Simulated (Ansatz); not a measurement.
`O=C=[N][Al]([F])[Cl]` + H₂ → `O=C=[N][AlH][Cl]` + H–F at 298.15 K and 1 bar (hydrogenolysis of the Al–F bond).

Isolated molecules relaxed with PBE0-D4/def2-TZVP in Ansatz; ΔE leaves out vibrations. CCSD(T)/CBS adds triple-zeta CCSD(T) − MP2 to the extrapolated MP2 energy (def2 sets, frozen cores). This one scheme is used for every species. One conformer a species, not always the lowest.

```json
{"species": "`O=C=[N][Al]([F])[Cl]`", "CCSD(T)/CBS energy (Eh)": "-969.71777", "H − E (kJ/mol)": "68.3", "S (J/(mol·K))": "363.7"}
{"species": "H₂", "CCSD(T)/CBS energy (Eh)": "-1.17544", "H − E (kJ/mol)": "35.1", "S (J/(mol·K))": "130.4"}
{"species": "`O=C=[N][AlH][Cl]`", "CCSD(T)/CBS energy (Eh)": "-870.43852", "H − E (kJ/mol)": "77.0", "S (J/(mol·K))": "341.2"}
{"species": "H–F", "CCSD(T)/CBS energy (Eh)": "-100.39570", "H − E (kJ/mol)": "33.5", "S (J/(mol·K))": "173.6"}
```

H − E and S are ideal-gas, rigid-rotor, harmonic terms from PBE0-D4/def2-TZVP, for one conformer and one mirror image of each species. The MP2-based limit puts H₂ 0.8 mEh under its directly extrapolated value; such offsets cancel only in part. 1 Eh = 2625.50 kJ/mol, R = 8.31446 J/(mol·K).

Question: By hand: ΔE, ΔH, ΔS and ΔG.

Answer: ΔE = (-870.43852) + (-100.39570) − (-969.71777) − (-1.17544) = 0.05899 Eh = 154.9 kJ/mol. Δ(H − E) = 77.0 + 33.5 − 68.3 − 35.1 = 7.1, so ΔH = 162.0 kJ/mol. ΔS = 341.2 + 173.6 − 363.7 − 130.4 = 20.7 J/(mol·K). ΔG = 162.0 − 298.15 × (20.7)/1000 = 155.8 kJ/mol.

Question: By hand: the equilibrium constant, and the temperature at which ΔG would vanish if ΔH and ΔS stayed fixed.

Answer: log₁₀ K = −ΔG/(RT ln 10) = -27.3. ΔG = 0 at ΔH/ΔS = 7826 K, far beyond where these terms or the molecules hold.

ΔH outweighs TΔS. A doubt of 5 kJ/mol in ΔE shifts log₁₀ K by 0.9 here. Other conformers and mirror images would add mixing entropy, several J/(mol·K) or more a flexible species. Modes under 60 cm⁻¹, often nearly free rotors, make the harmonic entropy too high. These are equilibria of isolated gas molecules and say nothing of rates. Largest T1 diagnostic: 0.015 (customary marks: 0.02 for closed shells, 0.045 for open ones).
